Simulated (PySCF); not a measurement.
**Electron correlation in Te (tellurium, neutral)**

[Kr] 4d10 5s2 5p4, high-spin 3P determinant. Calculation: PySCF 2.14, in x2c-QZVPPall; scalar relativity by spin-free X2C-1e. Frozen: [Ar] 3d10; 24 electrons correlated.

MP2 pair energies summed by pair of shells (mhartree):

```json
{"pair": "4d-4d", "energy": "-333.78", "share (%)": "43.1"}
{"pair": "4p-4d", "energy": "-106.93", "share (%)": "13.8"}
{"pair": "4d-5p", "energy": "-77.97", "share (%)": "10.1"}
{"pair": "4d-5s", "energy": "-56.23", "share (%)": "7.3"}
{"pair": "5s-5p", "energy": "-43.92", "share (%)": "5.7"}
{"pair": "5p-5p", "energy": "-42.29", "share (%)": "5.5"}
{"pair": "4p-4p", "energy": "-38.88", "share (%)": "5.0"}
{"pair": "4s-4d", "energy": "-28.60", "share (%)": "3.7"}
{"pair": "4s-4p", "energy": "-14.83", "share (%)": "1.9"}
{"pair": "4p-5s", "energy": "-8.80", "share (%)": "1.1"}
{"pair": "4p-5p", "energy": "-8.68", "share (%)": "1.1"}
{"pair": "5s-5s", "energy": "-8.08", "share (%)": "1.0"}
{"pair": "4s-4s", "energy": "-3.42", "share (%)": "0.4"}
{"pair": "4s-5p", "energy": "-1.22", "share (%)": "0.2"}
{"pair": "4s-5s", "energy": "-1.13", "share (%)": "0.1"}
```

Total MP2 correlation energy: -774.77 mhartree.

Same-spin part -269.80 and opposite-spin part -504.97 mhartree; SCS-MP2 scales them by 1/3 and 6/5 to -695.90 mhartree.

This basis was not built for core-valence correlation, so the inner-shell part is incomplete.
